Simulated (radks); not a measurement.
The gallium ion Ga3+, configuration [Ar] 3d10 (the NIST ground configuration).

All-electron calculation, Dirac Kohn-Sham, LDA (Slater exchange, Perdew-Zunger correlation), spin-unpolarised, spherical densities, finite nucleus; Fermi nuclear charge, rms radius 3.9973 fm. Program: a radial shooting solver on a logarithmic mesh with Libxc functionals.

Energy parts (hartree):
total: -1939.02054
kinetic: 1976.79378
electron-nucleus: -4647.05672
Hartree: 803.12588
exchange-correlation: -71.88348

Orbitals (lengths in bohr, moments of r in powers of bohr):
\begin{tabular}{lrrrr}
orbital & occ. & eigenvalue (hartree) & <r> & small-component weight \\ \hline
1s1/2 & 2 & -376.3845 & 0.04867 & 1.25e-02 \\
2s1/2 & 2 & -47.52071 & 0.2180 & 2.40e-03 \\
2p1/2 & 2 & -42.25920 & 0.1885 & 2.40e-03 \\
2p3/2 & 4 & -41.24477 & 0.1920 & 2.35e-03 \\
3s1/2 & 2 & -6.65705 & 0.6531 & 5.44e-04 \\
3p1/2 & 2 & -4.95496 & 0.6722 & 4.96e-04 \\
3p3/2 & 4 & -4.82130 & 0.6830 & 4.83e-04 \\
3d3/2 & 4 & -1.95218 & 0.7840 & 3.54e-04 \\
3d5/2 & 6 & -1.93480 & 0.7893 & 3.51e-04 \\
4s1/2 & 0 & -1.34880 & 1.938 & 8.20e-05 \\
4p1/2 & 0 & -1.00674 & 2.236 & 6.36e-05 \\
4p3/2 & 0 & -0.99455 & 2.261 & 6.27e-05 \\
4d3/2 & 0 & -0.54748 & 3.287 & 3.75e-05 \\
4d5/2 & 0 & -0.54621 & 3.296 & 3.75e-05 \\
4f5/2 & 0 & -0.30221 & 5.294 & 1.01e-05 \\
4f7/2 & 0 & -0.30221 & 5.294 & 1.01e-05 \\
\end{tabular}

The highest occupied level is 3d5/2 at -52.649 eV. For comparison, the ionisation energy in NIST's Atomic Spectra Database is 63.24 eV (measured). In exact Kohn-Sham theory the highest level is minus the ionisation energy, but local and semilocal functionals leave it too shallow, through self-interaction and a potential that decays too fast; potentials with the right tail come closer. Summed over all electrons, <r^2> = 12.58 bohr^2, which gives a Langevin (diamagnetic) susceptibility term of -9.96 x 10^-6 cm^3/mol. The density falls to 0.001 e/bohr^3 at r = 2.58 bohr. The electron density at the nucleus is 2.808e+04 e/bohr^3.

Run on one thread of a shared host, so times are rough (Intel(R) Xeon(R) Platinum 8488C): 0.1 s of CPU time, 0.1 s wall, 15 iterations on 2189 mesh points.
